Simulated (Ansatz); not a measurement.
A made-up structure of CH3Se (charge -1), closed shell:

| atom | x (Å) | y (Å) | z (Å) |
| --- | --- | --- | --- |
| C1 | -0.5568 | -0.4454 | 0.0987 |
| Se2 | 1.0450 | 0.6190 | -0.1471 |
| H3 | -0.4409 | -0.9195 | 1.0832 |
| H4 | -0.5048 | -1.2283 | -0.6706 |
| H5 | -0.2930 | -1.4533 | 0.2940 |

It is relaxed with PBE-D4/def2-SVPD and then PBE0-D4/def2-TZVPD (Ansatz 0.2.0). Atoms count as bonded within 1.22 times the sum of their covalent radii (H–H: 0.88 Å). The end point is not checked to be a true minimum.

Does its bonding change? (Judge from chemistry; the calculation decides.)

Computed: No: no bond forms or breaks.

Where it ends: The first stage lowers the energy by 4.40 eV in 8 steps. It ends as CH₃Se ([CH3][Se]), total charge -1:
```tsv
atom	x (Å)	y (Å)	z (Å)
C1	-0.2517	-0.8097	0.1575
Se2	0.9819	0.6984	-0.1568
H3	-0.8678	-0.6278	1.0425
H4	-0.9173	-0.9501	-0.6988
H5	0.3043	-1.7383	0.3136
```

Labels in which every atom is bracketed show which atoms are joined, not bond orders.

For scale, one of the runs: PBE0-D4/def2-TZVPD relaxation, 121 basis functions, launched by `ansatz run in.yaml --threads 2 --pin off --events-out ev --progress --plain --max-ram 4352MiB`. Hardware: 2 CPU threads of an Arm Neoverse V1, shared host. Wall time about 9 s.
